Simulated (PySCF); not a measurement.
# B⁺ (boron, charge +1) across methods

[He] 2s2, closed-shell 1S. Calculation: PySCF 2.14, in aug-cc-pVQZ with one added diffuse shell each of s, p, d, f, g type (7s6p5d4f3g, 105 functions); no relativity, point nucleus.

| method | E (hartree) | mean ε 1s (eV) | mean ε 2s (eV) | Σ⟨r²⟩ (bohr²) | ⟨S²⟩ |
| --- | --- | --- | --- | --- | --- |
| B97-3 | -24.3390 | -201.75 | -20.915 | 7.749 | 0.000 |
| UHF | -24.23747 | -222.75 | -23.778 | 7.938 | 0.000 |
| PBE0 | -24.3014 | -200.95 | -20.792 | 7.806 | 0.000 |
| BP86 | -24.3299 | -193.78 | -19.595 | 7.789 | 0.000 |
| LDA | -24.0376 | -191.60 | -19.406 | 7.882 | 0.000 |
| r2SCAN | -24.3156 | -196.66 | -19.731 | 7.843 | 0.000 |
| PBE | -24.2925 | -193.46 | -19.503 | 7.807 | 0.000 |
| HSE06 | -24.3045 | -200.55 | -20.377 | 7.807 | 0.000 |
| LC-wPBE | -24.3063 | -199.46 | -23.808 | 7.784 | 0.000 |
